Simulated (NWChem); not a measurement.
System: SbHOF$_{2}$; SMILES [OH][Sb]([F])[F]

```xyz
5

Sb     0.0001     0.0271     0.3620
F     -1.3963    -0.8859    -0.6060
F      1.3923    -0.8922    -0.6062
O      0.0035     1.6449    -0.7333
H      0.0025     1.4616    -1.6837
```
Atoms are numbered in this order, from 1.

Program: NWChem. Geometry: optimised at PBE0/def2-SVP. Not confirmed as a minimum by frequencies. def2 effective core potentials on Sb; no spin-orbit coupling. Ions are spin-unrestricted doublets at the neutral geometry; other ion states weren't tried.

Question: Predict the results for PBE/def2-SVP. Quantities: vertical ionisation energy, ΔSCF (eV); −ε(HOMO) (eV).

Answer: 
| Item | Result |
|---|---|
| vertical ionisation energy, ΔSCF (eV) | 11.05 |
| −ε(HOMO) (eV) | 7.51 |
